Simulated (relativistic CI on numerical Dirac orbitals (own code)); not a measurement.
**Hyperfine structure of Mo7+, mass number 95**

Calculated at this level of theory: Dirac-Coulomb-Breit CI, KLI orbitals optimised for each configuration, model QED (radiative potential, 1s self-energy scaled to tabulated hydrogen-like ionisation energies), unscaled Slater integrals (own radial code, finite nucleus).

CI space (outside the closed core [Ar] 3d10): 4s²4p⁵, 4s4p⁶, 4s²4p⁴4d, 4s4p⁵4d, 4s²4p⁴4f, 4s²4p⁴5s, 4s4p⁵4f, 4p⁶4d, 4s²4p⁴5p, 4s4p⁴4d², 4s²4p³4d5p, 4s²4p⁴5d, 4p⁵4d², 4p⁴4d³, 4p⁴4d²4f, 4p⁴4d²5s. Double excitations out of closed p, d and f shells are left out; levels of such configurations are missing from the list, as are those of other unlisted configurations, and high levels can miss mixing partners. These lack a partner that the ground configuration has and come out too high: 4s²4p⁴5p, 4s²4p⁴5d.

Nuclear spin I = 5/2, μ = -0.9132 μN, Q = -0.022 b (tables of Stone and Pyykkö). The electronic factors are computed for point nuclear moments, without core polarisation or the Bohr-Weisskopf and QED corrections.

| Level | E (eV) | A (MHz) | B (MHz) |
| --- | --- | --- | --- |
| 4s²4p⁵ ²P°3/2 | 0.0000 | -1266 | 139 |
| 4s²4p⁵ ²P°1/2 | 2.8652 | -7171 |  |
| 4s4p⁶ ²S1/2 | 27.1156 | -21740 |  |
| 4s²4p⁴4d ⁴D5/2 | 37.0396 | -763.4 | 26.7 |
| 4s²4p⁴4d ⁴D7/2 | 37.1595 | -461 | 60.2 |
| 4s²4p⁴4d ⁴D3/2 | 37.2120 | -1119 | 10.3 |
| 4s²4p⁴4d ⁴D1/2 | 37.5546 | -1928 |  |
| 4s²4p⁴4d ⁴F9/2 | 39.2598 | -672.7 | -123 |

Levels with J = 0, under 50 % of one LS term, or S terms without an open s electron are left out. Small factors come from cancelling terms and can be off by tens of per cent or more.

At this charge configurations can still be misplaced by up to about 7 % of their energy. 4 of the 13 excited levels that our extract of the measured tables holds in this range could be paired (the sources list more); they are missed by 25120 cm⁻¹ on average and 80490 at most, and levels without a partner can miss by more.

Give the hyperfine levels of 4s²4p⁵ ²P°1/2 relative to its centre of gravity.

With K = F(F + 1) − I(I + 1) − J(J + 1), E = AK/2: F = 2: 12550, F = 3: -8963 MHz.

LS names give the leading component of a level, which can be under half, so a name can repeat, a term be missing and a line seem to break the LS rules.
